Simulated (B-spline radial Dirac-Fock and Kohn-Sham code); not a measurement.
# Auger decay of the 4p3/2 hole in Te²⁺

System: the Te²⁺ ion, [Kr] 4d10 5s2 5p2, inside a Watson sphere of charge -2 and radius 2.2 Å (a model of the Madelung potential; inside it an electron's potential energy is raised by 13.1 eV).

Input of the calculation (task.json; shells as n, l, electrons):

```json
{"items": [{
  "Z": 52,
  "q": 2,
  "cfg": [[1, 0, 2], [2, 0, 2], [2, 1, 6], [3, 0, 2], [3, 1, 6], [3, 2, 10], [4, 0, 2], [4, 1, 6], [4, 2, 10], [5, 0, 2], [5, 1, 2]],
  "A": 130,
  "rrms": 4.7423,
  "watson": [-2, 2.2],
  "do": ["binding", "quiet", "decay"],
  "holes": ["K", "L1", "L2", "L3", "M1", "M2", "M3", "M4", "M5", "N1", "N2", "N3", "N4", "N5"]
}]}
```

Run with: `python xray_run.py task.json out`

Calculated with a radial B-spline solver, using one-electron (LDA, Dirac) transition rates at Dirac-Fock energies. Kinetic energies are configuration averages from the vacuum level; the two-hole energies are estimated from single-hole states.

| transition | kinetic energy (eV) | width (meV) | share (%) |
| --- | --- | --- | --- |
| N3-N4N4 | 3.82 | 924 | 2.6 |
| N3-N4N5 | 5.06 | 20800 | 59.6 |
| N3-N5N5 | 6.75 | 12100 | 34.5 |
| N3-N5O1 | 44.51 | 460 | 1.3 |
| N3-N4O3 | 55.03 | 108 | 0.3 |
| N3-N5O2 | 55.31 | 153 | 0.4 |
| N3-N5O3 | 56.52 | 268 | 0.8 |

Coster-Kronig rates are the weakest part of this model and often come out 1.5 to 2.5 times too large. Super-Coster-Kronig decay this fast strains the one-particle picture, and such widths tend to come out too large. Channels within a few eV of threshold rest on estimated energies and may be closed in reality. The listed channels hold 100 % of the non-radiative rate. Summed by principal shells, of 34.9 eV in all: NNN 96.8 %, NNO 3.1 %.
